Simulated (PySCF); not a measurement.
# ZrH₂: from structure and modes to constants

Method: UPBE0/[Zr def2-TZVP with ECP28, H def2-TZVP], scalar-relativistic core potentials, density fitting, no spin–orbit coupling, PySCF.

The triplet minimum has C2v symmetry. Masses (u): Zr 89.90470, H 1.00782.

```xyz
3
charge 0 multiplicity 3, angstrom
Zr    0.0000    0.0000   -0.0207
H     1.6020    0.0000    0.9243
H    -1.6020    0.0000    0.9243
```

Harmonic wavenumbers (cm⁻¹): 598.5 (a1, ×1), 1618.2 (b2, ×1), 1641.5 (a1, ×1).

Find the principal moments of inertia and the rotational constants. What kind of rotor is it?

About the centre of mass I = 1.7606, 5.1729, 6.9335 u Å². With B = 16.8576/I this gives 9.575, 3.259, 2.431 cm⁻¹. The molecule is an asymmetric top with κ = -0.77.

What is the harmonic zero-point energy?

Half the sum of all 3 wavenumbers, 3858/2 = 1929 cm⁻¹, which is 23.1 kJ/mol (1 cm⁻¹ = 0.0119627 kJ/mol).

Find the vibrational entropy and heat capacity at 298.15 K.

With u = 1.43878 ω/T, each mode gives S = R[u/(eᵘ−1) − ln(1−e⁻ᵘ)] and C = R u² eᵘ/(eᵘ−1)².
| ω (cm⁻¹) | u | S (J/(mol K)) | C (J/(mol K)) |
| --- | --- | --- | --- |
| 598.5 | 2.888 | 1.89 | 4.33 |
| 1618.2 | 7.809 | 0.03 | 0.21 |
| 1641.5 | 7.921 | 0.03 | 0.19 |
The sums over all modes are S = 1.9 and C = 4.7 J/(mol K); the softest mode gives 97 % of the entropy.

Give the standard entropy (298.15 K, 1 bar) by its translational, rotational, vibrational and spin parts, and Cp.

Sackur–Tetrode with M = 91.92 u gives 165.2; rotation with symmetry number 2 gives 60.0; vibration 1.9; spin R ln 3 = 9.1. The total is 236.3 J/(mol K), and Cp = 4 R + 4.7 = 38.0 J/(mol K).

Only a few start shapes were tried, so a lower isomer may exist. Open d and f shells are described by one determinant, and the ground state may have another occupation or spin.
